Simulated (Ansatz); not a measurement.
One change: `C[O][GeH2][Br]` becomes `C[O][GeH2][Cl]`.

Ansatz, PBE0-D4/def2-TZVP geometries, multiplicity 1. Each molecule was computed in one conformer, which needn't be the lowest.

Scalar relativity is left out up to krypton. Spin–orbit coupling is left out; it splits and shifts lone-pair levels of the heavy atoms by tenths of an eV.

| property | `C[O][GeH2][Br]` |
| --- | --- |
| HOMO energy (ωB97M-V/def2-TZVPP) / eV | -10.47 |
| HOMO–LUMO gap (B3LYP/def2-TZVPP) / eV | 7.19 |
| size of the dipole moment (B3LYP/def2-TZVPP) / D | 2.60 |
| HOMO–LUMO gap (ωB97M-V/def2-TZVPP) / eV | 11.90 |
| size of the dipole moment (ωB97M-V/def2-TZVPP) / D | 2.65 |
| LUMO energy (ωB97M-V/def2-TZVPP) / eV | 1.43 |

Question: What does the change do to each property? (Estimate.)

Answer: The calculation gave: 
| property | `C[O][GeH2][Cl]` | shift |
| --- | --- | --- |
| HOMO energy (ωB97M-V/def2-TZVPP) / eV | -10.55 | -0.08 |
| HOMO–LUMO gap (B3LYP/def2-TZVPP) / eV | 7.56 | 0.37 |
| size of the dipole moment (B3LYP/def2-TZVPP) / D | 2.71 | 0.11 |
| HOMO–LUMO gap (ωB97M-V/def2-TZVPP) / eV | 12.30 | 0.40 |
| size of the dipole moment (ωB97M-V/def2-TZVPP) / D | 2.74 | 0.09 |
| LUMO energy (ωB97M-V/def2-TZVPP) / eV | 1.75 | 0.32 |

Dipoles are sizes alone; their direction can turn.

Positive LUMOs are unbound, so they and the gaps depend on the basis.

B3LYP here is the variant with VWN-RPA as its local correlation; programs differ in this.
